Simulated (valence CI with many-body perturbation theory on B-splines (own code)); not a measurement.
**E1 transitions of Au⁷⁺**

Level of theory: valence CI with perturbative core correlation (CI+MBPT): four valence electrons over a frozen Dirac-Fock core [Xe] 4f14, a basis of 7 s, 7 p, 8 d, 6 f, 4 g, 1 h functions for each j, with the one-electron correlation potential Σ1, the two-electron term Σ2, the three-electron term Σ3, Breit, model QED; selected CI, second order for the rest, scaled by the run's own slope (own B-spline code, finite nucleus).

No measured levels were compared; by estimate terms of the open shell hold to 2 to 4 % of their energy, and close levels can change places; different configurations can be misplaced against each other by 1,000 to 8,000 cm⁻¹. The list stops below the first excitations out of the core.

Lines 201 to 250 of 506 in falling wavelength, among levels below 334610 cm⁻¹, chosen from the strongest by gf and those to the six lowest levels. Wavelengths and rates use the calculated energies, so an error of 2000 cm⁻¹ moves a line at 926.2 Å by 1.9 % and its rate by three times that or more. Electric multipoles are in the length gauge, E1 and E2 with the static RPA response of the core. Weak lines are less certain than strong ones. Lines between different terms over intervals too small for the method are left out, as are lines whose strength nearly cancels. Where a level lies close to another of its J and parity, the split of strength between their lines is uncertain. The highest levels of a list are the least certain.

Levels are named by their leading jj configuration (3d3/2^4 stands for four electrons in 3d with j = 3/2), which in mixed levels can hold well under half, so a name can repeat and another be missing. Letters in brackets count levels of one name in rising energy.

```
λ vac (Å)                          Upper                       Lower   A (s⁻¹)  S (a.u.) with core polarisation  S without
    926.2      (5d3/2 5d5/2^2 6p1/2) J=1      (5d3/2^2 5d5/2 6s) J=0  2.23e+07                         2.62e-02   3.27e-02
    923.2  (5d3/2^2 5d5/2 6p1/2) J=3 [b]  (5d3/2^2 5d5/2 6s) J=3 [a]  4.64e+06                         1.26e-02   1.60e-02
    922.2  (5d3/2 5d5/2^2 6p1/2) J=4 [b]  (5d3/2^2 5d5/2 6s) J=4 [b]  8.88e+07                         3.09e-01   3.88e-01
    915.0            (5d3/2^3 6p3/2) J=1  (5d3/2^2 5d5/2 6s) J=2 [b]  1.24e+08                         1.41e-01   1.74e-01
    911.8            (5d3/2^3 6p3/2) J=3  (5d3/2^2 5d5/2 6s) J=2 [b]  8.63e+07                         2.26e-01   2.74e-01
    909.9  (5d3/2 5d5/2^2 6p1/2) J=4 [a]      (5d3/2^2 5d5/2 6s) J=5  9.29e+07                         3.11e-01   3.91e-01
    907.8  (5d3/2 5d5/2^2 6p1/2) J=3 [b]  (5d3/2^2 5d5/2 6s) J=3 [b]  1.39e+08                         3.59e-01   4.48e-01
    907.3  (5d3/2 5d5/2^2 6p1/2) J=2 [b]  (5d3/2^2 5d5/2 6s) J=1 [b]  2.09e+08                         3.86e-01   4.82e-01
    905.6            (5d3/2^3 6p3/2) J=1  (5d3/2^2 5d5/2 6s) J=1 [a]  2.17e+07                         2.39e-02   3.05e-02
    903.6  (5d3/2 5d5/2^2 6p1/2) J=2 [a]  (5d3/2^2 5d5/2 6s) J=2 [b]  7.00e+07                         1.28e-01   1.59e-01
    903.1  (5d3/2 5d5/2^2 6p1/2) J=4 [b]  (5d3/2^2 5d5/2 6s) J=3 [b]  5.68e+07                         1.86e-01   2.30e-01
    901.2      (5d3/2 5d5/2^2 6p1/2) J=0  (5d3/2^2 5d5/2 6s) J=1 [b]  4.67e+07                         1.69e-02   2.13e-02
    898.0  (5d3/2 5d5/2^2 6p1/2) J=3 [a]  (5d3/2^2 5d5/2 6s) J=2 [b]  2.15e+07                         5.38e-02   6.92e-02
    894.5  (5d3/2 5d5/2^2 6p1/2) J=2 [a]  (5d3/2^2 5d5/2 6s) J=1 [a]  2.12e+07                         3.74e-02   4.73e-02
    890.7            (5d3/2^3 6p3/2) J=2  (5d3/2^2 5d5/2 6s) J=2 [b]  9.00e+07                         1.57e-01   1.92e-01
    884.5  (5d3/2^2 5d5/2 6p1/2) J=4 [b]  (5d3/2^2 5d5/2 6s) J=3 [a]  5.66e+07                         1.74e-01   2.17e-01
    881.8            (5d3/2^3 6p3/2) J=2  (5d3/2^2 5d5/2 6s) J=1 [a]  5.90e+07                         9.99e-02   1.25e-01
    881.0      (5d3/2 5d5/2^2 6p1/2) J=5      (5d3/2^2 5d5/2 6s) J=5  1.04e+08                         3.85e-01   4.83e-01
    879.9  (5d3/2 5d5/2^2 6p1/2) J=2 [b]  (5d3/2^2 5d5/2 6s) J=3 [b]  1.92e+07                         3.22e-02   3.98e-02
    875.3  (5d3/2 5d5/2^2 6p1/2) J=3 [b]  (5d3/2^2 5d5/2 6s) J=2 [b]  9.50e+07                         2.20e-01   2.68e-01
    874.3  (5d3/2 5d5/2^2 6p1/2) J=4 [a]  (5d3/2^2 5d5/2 6s) J=4 [a]  3.31e+07                         9.84e-02   1.23e-01
    872.6            (5d3/2^3 6p3/2) J=3  (5d3/2^2 5d5/2 6s) J=4 [a]  1.16e+08                         2.67e-01   3.36e-01
    870.2  (5d3/2^2 5d5/2 6p1/2) J=1 [a]            (5d3/2^3 6s) J=2  9.90e+07                         9.66e-02   1.21e-01
    867.5  (5d3/2 5d5/2^2 6p1/2) J=4 [b]      (5d3/2^2 5d5/2 6s) J=5  7.79e+07                         2.26e-01   2.85e-01
    866.9            (5d3/2^3 6p3/2) J=3  (5d3/2^2 5d5/2 6s) J=2 [a]  3.20e+08                         7.21e-01   8.83e-01
    860.0  (5d3/2 5d5/2^2 6p1/2) J=3 [a]  (5d3/2^2 5d5/2 6s) J=4 [a]  5.61e+07                         1.23e-01   1.54e-01
    859.6  (5d3/2 5d5/2^2 6p1/2) J=2 [a]  (5d3/2^2 5d5/2 6s) J=2 [a]  2.90e+07                         4.54e-02   5.85e-02
    857.8  (5d3/2^2 5d5/2 6p1/2) J=2 [b]            (5d3/2^3 6s) J=2  1.15e+07                         1.79e-02   2.20e-02
    854.5  (5d3/2 5d5/2^2 6p1/2) J=3 [a]  (5d3/2^2 5d5/2 6s) J=2 [a]  1.42e+08                         3.06e-01   3.77e-01
    851.5  (5d3/2^2 5d5/2 6p1/2) J=3 [b]            (5d3/2^3 6s) J=2  7.40e+07                         1.58e-01   1.96e-01
    850.2      (5d3/2 5d5/2^2 6p1/2) J=1  (5d3/2^2 5d5/2 6s) J=2 [b]  2.17e+08                         1.97e-01   2.46e-01
    849.3  (5d3/2 5d5/2^2 6p1/2) J=2 [b]  (5d3/2^2 5d5/2 6s) J=2 [b]  9.85e+07                         1.49e-01   1.87e-01
    847.8            (5d3/2^3 6p3/2) J=2  (5d3/2^2 5d5/2 6s) J=2 [a]  2.73e+07                         4.10e-02   4.89e-02
    847.6      (5d3/2 5d5/2^2 6p1/2) J=5  (5d3/2^2 5d5/2 6s) J=4 [a]  1.27e+08                         4.19e-01   5.23e-01
    841.1  (5d3/2^2 5d5/2 6p1/2) J=1 [a]            (5d3/2^3 6s) J=1  5.19e+07                         4.57e-02   5.76e-02
    839.1  (5d3/2 5d5/2^2 6p1/2) J=3 [b]  (5d3/2^2 5d5/2 6s) J=4 [a]  4.47e+07                         9.12e-02   1.15e-01
    836.0      (5d3/2 5d5/2^2 6p1/2) J=0  (5d3/2^2 5d5/2 6s) J=1 [a]  5.00e+07                         1.44e-02   1.79e-02
    833.8  (5d3/2 5d5/2^2 6p1/2) J=3 [b]  (5d3/2^2 5d5/2 6s) J=2 [a]  8.63e+07                         1.73e-01   2.08e-01
    830.5      (5d3/2^2 5d5/2 6p1/2) J=0            (5d3/2^3 6s) J=1  3.07e+08                         8.68e-02   1.09e-01
    829.5  (5d3/2^2 5d5/2 6p1/2) J=2 [b]            (5d3/2^3 6s) J=1  8.91e+07                         1.25e-01   1.56e-01
    824.0  (5d3/2 5d5/2^2 6p1/2) J=4 [a]  (5d3/2^2 5d5/2 6s) J=3 [a]  2.18e+08                         5.42e-01   6.74e-01
    822.6            (5d3/2^3 6p3/2) J=3  (5d3/2^2 5d5/2 6s) J=3 [a]  1.46e+07                         2.81e-02   3.53e-02
    815.9  (5d3/2 5d5/2^2 6p1/2) J=2 [a]  (5d3/2^2 5d5/2 6s) J=3 [a]  4.66e+07                         6.25e-02   7.86e-02
    811.3  (5d3/2 5d5/2^2 6p1/2) J=3 [a]  (5d3/2^2 5d5/2 6s) J=3 [a]  1.49e+08                         2.75e-01   3.43e-01
    811.0      (5d3/2 5d5/2^2 6p1/2) J=1  (5d3/2^2 5d5/2 6s) J=2 [a]  1.83e+08                         1.45e-01   1.79e-01
    805.3            (5d3/2^3 6p3/2) J=2  (5d3/2^2 5d5/2 6s) J=3 [a]  1.93e+07                         2.49e-02   3.11e-02
    792.7  (5d3/2 5d5/2^2 6p1/2) J=3 [b]  (5d3/2^2 5d5/2 6s) J=3 [a]  1.14e+08                         1.96e-01   2.43e-01
    789.4  (5d3/2^2 5d5/2 6p1/2) J=1 [b]            (5d3/2^3 6s) J=1  1.02e+08                         7.46e-02   9.24e-02
    789.2  (5d3/2 5d5/2^2 6p1/2) J=4 [b]  (5d3/2^2 5d5/2 6s) J=3 [a]  2.23e+08                         4.87e-01   6.03e-01
    771.3  (5d3/2 5d5/2^2 6p1/2) J=2 [b]  (5d3/2^2 5d5/2 6s) J=3 [a]  1.17e+07                         1.32e-02   1.62e-02
```
